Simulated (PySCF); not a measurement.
## From a computed spectrum to the compound

A species of 7 atoms with charge 0 has these harmonic modes (PBE0, small Gaussian bases with core potentials, PySCF 2.14.0):

```tsv
cm⁻¹	km/mol	symmetry
170	102.5	
213	233.1	
270	237.8	
288	24.7	
436	66.9	
529	466.2	
554	487.2	
708	283.9	
967	85.5	
1292	623.5	
1395	1034.9	
1441	303.6	
1577	117.4	
2822	633.8	
3918	186.0
```

Which species is it, and in which structure?

SmH3(H2O) (singlet in the valence; each metal's 4f electrons, 5 of them, lie in its core potential, out of spins and levels):
```xyz
7

Sm    0.1313   -0.1666    0.1250
H     0.4918    1.9132    0.4672
H    -0.8184   -1.2265    1.6106
H     1.5441   -1.1948   -0.9650
O    -1.2020    1.3767   -1.0994
H    -0.5976    1.9932   -0.5454
H    -1.3387    1.7801   -1.9637
```
Ideal gas at 298.15 K and 1 bar: S = 327.0 J/(mol K), Cp = 85.4 J/(mol K), H − H(0 K) = 17.5 kJ/mol (rigid rotor, harmonic modes, spin degeneracy alone, that of the 4f electrons in the core included). An lcecp potential fixes the number of 4f electrons, so in runs with it no electron can move into or out of that shell.
 The answer isn't unique; the calculation gave this one.
